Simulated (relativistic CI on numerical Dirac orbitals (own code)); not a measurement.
# What each ingredient does to the levels of Ni⁷⁺

Base calculation: Dirac-Coulomb-Breit CI, separate exchange-only KLI orbitals for each configuration, model QED, unscaled Slater integrals.

Configuration list (outside the closed core [Ne]): 3s2 3p6 3d3, 3s2 3p5 3d4, 3s2 3p6 3d2 4s, 3s 3p6 3d4, 3s2 3p6 3d2 4p, 3s2 3p6 3d2 4d, 3s2 3p6 3d 4s 4p, 3s2 3p6 3d2 4f, 3s2 3p6 3d2 5s, 3s2 3p6 3d2 5p, 3s2 3p6 3d 4p 4d, 3s2 3p6 3d 4s2, 3s2 3p6 4s2 4p, 3s2 3p6 4s2 4d, 3s2 3p6 4s2 4f, 3p6 3d5, 3p5 3d6, 3s2 3p6 3d 4p2, 3s2 3p6 4s 4p2, 3s2 3p6 4p3, 3s2 3p6 4p2 4d, 3s2 3p6 4p2 4f, 3s2 3p6 3d 4s 4d, 3s2 3p6 4s 4p 4d, 3s2 3p6 4s 4d2, 3s2 3p6 4s 4d 4f. Double excitations out of closed p, d and f shells are left out; levels of such configurations are missing from the list, as are those of other unlisted configurations, and high levels can miss mixing partners.

The lowest level and the first level of each name with at least 55 % of one term (blank where a level has no safe partner in the second run):

```csv
Level,Base (cm⁻¹),Shift (cm⁻¹)
3s2 3p6 3d3 4F_3/2,0,0
3s2 3p6 3d3 4F_5/2,919,+119
3s2 3p6 3d3 4F_7/2,2120,+290
3s2 3p6 3d3 4F_9/2,3543,+508
3s2 3p6 3d3 4P_1/2,25950,+134
3s2 3p6 3d3 4P_3/2,26261,+123
3s2 3p6 3d3 4P_5/2,27501,+271
3s2 3p6 3d3 2G_7/2,28133,+259
3s2 3p6 3d3 2G_9/2,29300,+392
3s2 3p6 3d3 2P_1/2,37332,+183
3s2 3p6 3d3 2H_9/2,38831,+369
3s2 3p6 3d3 2H_11/2,39589,+526
3s2 3p6 3d3 2D_5/2,40079,+324
3s2 3p6 3d3 2F_7/2,63252,+334
3s2 3p6 3d3 2F_5/2,63910,+248
3s2 3p5 3d4 6D°_9/2,449717,+1178
3s2 3p5 3d4 6D°_7/2,450319,+1047
3s2 3p5 3d4 6D°_5/2,451269,+975
3s2 3p5 3d4 6D°_3/2,452285,+945
3s2 3p5 3d4 6D°_1/2,453071,+937
3s2 3p6 3d2 4s 4F_3/2,468372,-196
3s2 3p6 3d2 4s 4F_5/2,469267,-108
```

At this charge configurations can still be misplaced by up to about 7 % of their energy. Terms inside the open d or f shell come out 10 to 20 % too wide with unscaled integrals. 14 of the 17 excited levels that our extract of the measured tables holds in this range could be paired (the sources list more); they are missed by 1979 cm⁻¹ on average and 4011 at most, and levels without a partner can miss by more. Some levels of the ground configuration have no partner and can miss by 10 % or more.

Q: One thing was changed in a second run, which moved the levels as shown. Which?
A. Breit term removed
B. configuration mixing switched off
C. QED terms removed
D. only the first configuration

A: A. Breit term removed. The Breit term mainly narrows fine-structure intervals, so removing it widens them.

LS names give the leading component of a level, which can be under half, so a name can repeat, a term be missing and a line seem to break the LS rules.
